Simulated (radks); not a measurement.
All-electron atom: Rb I in [Kr] 5s1.

Calculated with a radial shooting solver on a logarithmic mesh with Libxc functionals: scalar-relativistic Kohn-Sham, LDA (Slater exchange, Perdew-Wang correlation), spin-polarised, spherical densities, point nucleus; open shells are filled with parallel spins first (spin-orbit coupling, left out, can overturn this in heavy ions).

Energy parts (eV):
total: -81026.008
kinetic: 82956.773
electron-nucleus: -195374.905
Hartree: 34033.524
exchange-correlation: -2641.400

Orbitals (lengths in bohr, moments of r in powers of bohr; r(max) is where P^2 peaks; r(90%) holds 90 % of the orbital's charge):
orbital,occ.,eigenvalue (eV),r(90%),<r>,<r^2>,r(max)
1s up,1,-15010.02,0.0722,0.04034,0.002192,0.02632
1s down,1,-15010.01,0.0722,0.04034,0.002192,0.02632
2s up,1,-2005.410,0.275,0.1781,0.03739,0.1498
2s down,1,-2005.404,0.275,0.1781,0.03739,0.1498
2p up,3,-1779.377,0.253,0.1552,0.02947,0.1196
2p down,3,-1779.372,0.253,0.1552,0.02947,0.1196
3s up,1,-296.9336,0.760,0.5116,0.3008,0.4515
3s down,1,-296.9242,0.760,0.5116,0.3008,0.4515
3p up,3,-224.4544,0.791,0.5195,0.3156,0.4466
3p down,3,-224.4444,0.791,0.5195,0.3156,0.4466
3d up,5,-104.1495,0.857,0.5257,0.3389,0.3921
3d down,5,-104.1384,0.857,0.5257,0.3388,0.3921
4s up,1,-31.9268,2.15,1.454,2.415,1.256
4s down,1,-31.8893,2.15,1.452,2.409,1.256
4p up,3,-16.0074,2.64,1.732,3.497,1.424
4p down,3,-15.9344,2.62,1.724,3.457,1.423
4d up,0,-0.1114,13.1,7.612,76.53,5.723
5s up,1,-2.5464,7.56,5.046,29.15,4.226
5s down,0,-1.9866,7.96,5.218,31.56,4.222
5p up,0,-0.8984,10.6,7.064,57.40,5.908
5p down,0,-0.5100,12.4,8.050,75.91,6.503
6s up,0,-0.0700,27.0,16.87,347.8,12.74
6s down,0,-0.0243,38.6,22.49,662.4,14.52

The highest occupied level is 5s up at -2.546 eV. For comparison, the ionisation energy in NIST's Atomic Spectra Database is 4.177 eV (measured). In exact Kohn-Sham theory the highest level is minus the ionisation energy, but local and semilocal functionals leave it too shallow, through self-interaction and a potential that decays too fast; potentials with the right tail come closer. The density falls to 0.001 e/bohr^3 at r = 4.58 bohr.
